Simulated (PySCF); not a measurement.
## UHF on S (sulfur, neutral)

Configuration: [Ne] 3s2 3p4, high-spin 3P determinant. All numbers are calculated (PySCF 2.14, the non-relativistic Hamiltonian (point nucleus), in 6-31G* (4s3p1d, 18 functions)).

```
Total energy                                                  : -397.474635 hartree
One-electron energy                                           : -549.4153 hartree
Hartree (Coulomb) energy                                      : 176.9770 hartree
Exchange energy                                               : -25.0363 hartree
Kinetic energy                                                : 397.57933 hartree
⟨S²⟩                                                          : 2.0057
⟨L²⟩                                                          : 2.018
Sum of ⟨r⟩                                                    : 15.45 bohr
Sum of ⟨r²⟩                                                   : 28.97 bohr²
Traceless quadrupole moment −½Σ⟨3z² − r²⟩ along its main axis : -2.22 e·bohr²
Density at the nucleus (Gaussians lack the cusp)              : 2510 bohr⁻³
Spin density at the nucleus                                   : 0.191 bohr⁻³
Langevin diamagnetic susceptibility                           : -22.9 ×10⁻⁶ cm³/mol
Time after the integrals                                      : 0.05 s of wall time on 1 thread of Neoverse-V2 (shared host)
```

```tsv
shell	electrons	mean orbital energy (eV)	spread (eV)	rms radius, mean of both spins (bohr)
1s α	1	-2503.3	0	0.113
1s β	1	-2502.8	0	0.113
2s α	1	-245.11	0	0.518
2s β	1	-244.59	0	0.518
2p α	3	-182.13	0.586	0.491
2p β	3	-181.23	0.368	0.491
3s α	1	-26.862	0	1.86
3s β	1	-20.971	0	1.86
3p α	3	-12.530	1.819	2.24
3p β	1	-10.110	0	2.24
```
